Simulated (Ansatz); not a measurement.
H6B2Si, SMILES `B[SiH2]B` (charge 0, multiplicity 1).

These are Ansatz (a first-principles code) with PBE/cc-pVTZ // PBE0-D3(BJ)/def2-TZVP values and carry that method's errors.

Ansatz 0.2 input:
```yaml
crystal:
  periodic: [false, false, false]
  atoms:
    - { symbol: B, position_ang: [-1.594166, -0.168529, -0.129738] }
    - { symbol: Si, position_ang: [0.121049, 0.761167, 0.346737] }
    - { symbol: B, position_ang: [1.470072, -0.611491, -0.227084] }
    - { symbol: H, position_ang: [-2.12916, -0.90243, 0.647024] }
    - { symbol: H, position_ang: [-2.073301, -0.052426, -1.218358] }
    - { symbol: H, position_ang: [0.207152, 1.035211, 1.80948] }
    - { symbol: H, position_ang: [0.28174, 2.038132, -0.405172] }
    - { symbol: H, position_ang: [1.894058, -0.625765, -1.344301] }
    - { symbol: H, position_ang: [1.822557, -1.473869, 0.521413] }
basis:
  gaussian: { orbitals: cc-pVTZ }
hamiltonian:
  xc: pbe
```

Output:

```
Functional definition: PBE
1059 factors; their error is unknown
mean field evaluation 1: about -9316.4429 eV, gradient 2.8e1 eV
mean field evaluation 2: about -9316.8773 eV, gradient 2.6e1 eV
mean field evaluation 4: about -9319.4010 eV, gradient 1.2e0 eV
mean field evaluation 8: about -9319.3651 eV, gradient 3.9e-1 eV
mean field evaluation 16: about -9319.3653 eV, gradient 3.3e-5 eV
mean field -9319.36531516 eV, -342.4803584393 hartree, gradient 3.3e-5 eV, S^2 0.000000; 0 other end points of the search recorded, 0 dependent functions left out
reference -9319.36535918 eV, -342.4803600571 hartree; 15, 15 occupied and 163, 163 virtual orbitals, 1059 factors
Total energy: -9319.36535918 eV, -342.4803600571 hartree
```
